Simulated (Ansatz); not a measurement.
Two isomers of CH3ClO2Si: A = `O[Si]1(Cl)CO1`, B = `ClC1O[SiH2]O1`.

Computed with Ansatz on PBE0-D4/def2-TZVP structures; ΔE is electronic, products minus reactants. CCSD(T)/CBS adds triple-zeta CCSD(T) − MP2 to the extrapolated MP2 energy (def2 sets, frozen cores). DFT in def2-TZVPP. B3LYP here is the variant with VWN-RPA as its local correlation; programs differ in this. Each species was taken in one conformer, which may not be the lowest.

**Question.** Which is lower in electronic energy at CCSD(T)/CBS, and by how much? (Best estimate.)

**Answer.** Ansatz gave: A, by 130.8 kJ/mol.

**Question.** Give E(B) − E(A) in kJ/mol with HF/def2-TZVPP, B3LYP-D4, CCSD(T)/def2-SVP, PBE0-D4, LDA (SPW92), B2PLYP, ωB97M-V. (Estimate.)

**Answer.** Computed: HF/def2-TZVPP 110.5, B3LYP-D4 126.3, CCSD(T)/def2-SVP 96.1, PBE0-D4 123.8, LDA (SPW92) 114.8, B2PLYP 128.4, ωB97M-V 126.8. None reverses the order clearly.

**Question.** Does the order hold for the free energy at 298.15 K (harmonic terms from PBE0-D4)? (An estimate is asked.)

**Answer.** Ansatz gave: Yes: G(B) − G(A) = +125.2 kJ/mol, for one conformer each.

Largest T1 diagnostic: 0.012.

In def2-TZVPP, CCSD(T) changes the Hartree–Fock value by +14.1 kJ/mol (the triples alone add +0.2 kJ/mol) and MP2 by +22.2 kJ/mol. Leaving LDA and LC-ωPBE aside and taking each functional with its dispersion term where it has one, the values, not all of them listed here, spread over 19.1 kJ/mol, from ωB97X-V to B97M-V. LDA lies −10.4 kJ/mol from PBE without D4.
